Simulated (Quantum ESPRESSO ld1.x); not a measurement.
All-electron atom: W54+ in [Ar] 3d2. Calculated with ld1.x of Quantum ESPRESSO 7.5: scalar-relativistic Kohn-Sham, LDA (Slater exchange, VWN5 correlation), spin-polarised, spherical densities, point nucleus; open shells are filled with parallel spins first.

Unscreened Slater integrals over Kohn-Sham orbitals (cm^-1). They are taken over the spin-up orbitals.

\begin{tabular}{lr}
integral & value \\ \hline
F0(3d,3d) & 1196000 \\
F2(3d,3d) & 619510 \\
F4(3d,3d) & 401080 \\
F0(3d,3p) & 1106300 \\
F2(3d,3p) & 530340 \\
G1(3d,3p) & 559080 \\
G3(3d,3p) & 376470 \\
F0(3d,3s) & 1096900 \\
G2(3d,3s) & 432960 \\
F0(3d,2p) & 1510900 \\
F2(3d,2p) & 463140 \\
G1(3d,2p) & 437830 \\
G3(3d,2p) & 252480 \\
F0(3p,3p) & 1054900 \\
F2(3p,3p) & 527380 \\
F0(3p,3s) & 1045300 \\
G1(3p,3s) & 678420 \\
F0(3p,2p) & 1398100 \\
F2(3p,2p) & 357580 \\
G0(3p,2p) & 143330 \\
G2(3p,2p) & 158320 \\
F0(3s,3s) & 1038600 \\
F0(3s,2p) & 1359600 \\
G1(3s,2p) & 141220 \\
F0(2p,2p) & 2902900 \\
F2(2p,2p) & 1372500 \\
\end{tabular}

Derived for the open shells (J is the average intra-shell exchange parameter used in DFT+U). 3d: Racah B = F2/49 - 5 F4/441 = 8096 cm^-1, C = 35 F4/441 = 31830 cm^-1, C/B = 3.93, F4/F2 = 0.647, J = (F2 + F4)/14 = 72900 cm^-1.
